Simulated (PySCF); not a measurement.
**Frontier orbitals and the lowest excitations**

Species: C4H5BrClFSi2.
Z-matrix (Å and degrees, PBE0-D3(BJ)/def2-SVP geometry), rows numbered from 1:
```
F 
C   1  1.3394
C   2  1.3391  1  120.17
Si  3  1.8529  2  123.35  1   179.85
Cl  4  2.0759  3  109.12  2  -119.45
C   4  1.8666  3  111.11  2    -0.70
C   6  1.3459  4  125.23  3     0.69
Si  7  1.8615  6  124.42  4    -0.05
Br  8  2.2256  2  107.96  1    61.58
H   3  1.0985  2  117.12  1     0.24
H   4  1.4884  3  111.42  2   123.61
H   6  1.0997  4  116.44  3  -178.97
H   7  1.0994  6  118.82  4   179.71
H   8  1.4870  2  109.97  1   -54.82
```

Computed, not measured: TDDFT B3LYP/def2-SVPD, vertical, gas phase, core orbitals frozen in the response in PySCF 2.14.0, density-fitted response routines. Relativistic effects, spin–orbit coupling among them, are left out although an element past zinc is present.

Kohn–Sham orbitals with the atoms that hold most of them (Löwdin shares over 4%, at most four atoms; ? is withheld):

```tsv
orbital	ε (eV)	atoms
LUMO+2	-0.25	Si8 19%, Br9 19%, H14 11%, C7 9%
LUMO+1	-1.35	C2 22%, C3 20%, C7 14%, C6 12%
LUMO	-2.23	?
HOMO	?	C3 26%, C2 22%, Br9 16%, F1 9%
HOMO-1	-8.25	?
HOMO-2	-8.38	Br9 56%, Si8 11%, C2 9%, C3 7%
HOMO-3	-8.59	C7 28%, C6 27%, Br9 10%, Si8 8%
```

Give the leading atoms of the LUMO.

C6 (bonded to C, Si and H) 20%; C7 (bonded to C, Si and H) 19%; Si8 (bonded to Br, 2 C and H) 10%; C2 (bonded to C, F and Si) 9%. By element: carbon 48% or more, silicon 10% or more.

Which atoms hold the HOMO-1, and with what shares?

Br9 (bonded to Si) 58%; C7 (bonded to C, Si and H) 8%; C6 (bonded to C, Si and H) 6%; Si8 (bonded to Br, 2 C and H) 6%. By element: bromine 58%, carbon 14% or more, silicon 6% or more.

What is the HOMO energy, and the HOMO–LUMO gap?

ε(HOMO) = -8.00 eV; the gap is 5.78 eV (0.2123 hartree).

How does S1 compare with the orbital gap of 5.78 eV?

S1 is at 4.95 eV (f = 0.0027), 0.82 eV below the gap, made of HOMO→LUMO (86%). 

Give energy, strength and leading configuration of S1, S2 and S3, and follow the Löwdin shares of the leading atoms from the occupied to the empty orbital.

- S1 (4.95 eV, f 0.0027), HOMO→LUMO (86%): C3 26% → at most 10%, C2 22% → 9%, C6 at most 10% → 20%, C7 at most 10% → 19%
- S2 (5.18 eV, f 0.034), HOMO-1→LUMO (80%): Br9 58% → at most 10%, C7 8% → 19%, C6 6% → 20%
- S3 (5.31 eV, f 0.0092), HOMO-2→LUMO (88%): Br9 56% → at most 10%, Si8 11% → 10%, C6 at most 7% → 20%, C7 at most 7% → 19%

Löwdin shares depend on the basis, the more so with diffuse functions.
